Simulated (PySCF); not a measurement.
## Excitation energy of Ga by level of theory

Ga [Ar] 3d10 4s2 4p1 (2P) → Ga [Ar] 3d10 4s1 4p2 (4P), as a difference of total energies. All numbers are calculated (PySCF 2.14, the non-relativistic Hamiltonian (point nucleus), in def2-QZVPPD). Correlated levels: valence: [Ar] 3d10 frozen; valence and next inner shell: [Ne] frozen. The calculations carry no spin-orbit coupling.

```json
{"method": "UHF", "excitation energy (eV)": "3.055"}
{"method": "LDA", "excitation energy (eV)": "5.014"}
{"method": "PBE", "excitation energy (eV)": "4.806"}
{"method": "PBE0", "excitation energy (eV)": "4.483"}
{"method": "r2SCAN", "excitation energy (eV)": "4.354"}
{"method": "B3LYP", "excitation energy (eV)": "4.941"}
{"method": "HSE06", "excitation energy (eV)": "4.540"}
{"method": "TPSS", "excitation energy (eV)": "4.584"}
{"method": "B97-3", "excitation energy (eV)": "4.892"}
{"method": "MP2 (valence)", "excitation energy (eV)": "3.802"}
{"method": "SCS-MP2 (valence)", "excitation energy (eV)": "4.092"}
{"method": "MP2 (valence and next inner shell)", "excitation energy (eV)": "4.305"}
{"method": "SCS-MP2 (valence and next inner shell)", "excitation energy (eV)": "4.523"}
```

Task: How much does correlation contribute at MP2 (valence and next inner shell)?

Result: 4.305 − (3.055) = 1.250 eV, measured against UHF.
